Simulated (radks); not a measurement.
All-electron atom: O4+ in [He] 2s2.

Calculated with a radial shooting solver on a logarithmic mesh with Libxc functionals: scalar-relativistic Kohn-Sham, PBE, spin-polarised, spherical densities, finite nucleus; Fermi nuclear charge, rms radius 2.6991 fm.

Energy parts (hartree):
total: -68.35793
kinetic: 68.37149
electron-nucleus: -147.59542
Hartree: 16.86466
exchange-correlation: -5.99866

Orbitals (lengths in bohr, moments of r in powers of bohr; r(max) is where P^2 peaks):
| orbital | occ. | eigenvalue (hartree) | r(max) | <r> | <r^4> |
|---|---|---|---|---|---|
| 1s | 2 | -22.80205 | 0.1290 | 0.1986 | 0.007367 |
| 2s | 2 | -3.77503 | 0.7824 | 0.9308 | 1.765 |
| 2p | 0 | -3.28012 | 0.6701 | 0.8533 | 1.539 |

The highest occupied level is 2s at -102.72 eV. Summed over all electrons, <r^2> = 2.140 bohr^2, which gives a Langevin (diamagnetic) susceptibility term of -1.69 x 10^-6 cm^3/mol. The density falls to 0.001 e/bohr^3 at r = 2.13 bohr. For comparison, the ionisation energy in NIST's Atomic Spectra Database is 113.90 eV (measured). In exact Kohn-Sham theory the highest level is minus the ionisation energy, but local and semilocal functionals leave it too shallow, through self-interaction and a potential that decays too fast; potentials with the right tail come closer. The electron density at the nucleus is 331.9 e/bohr^3 (large components only).
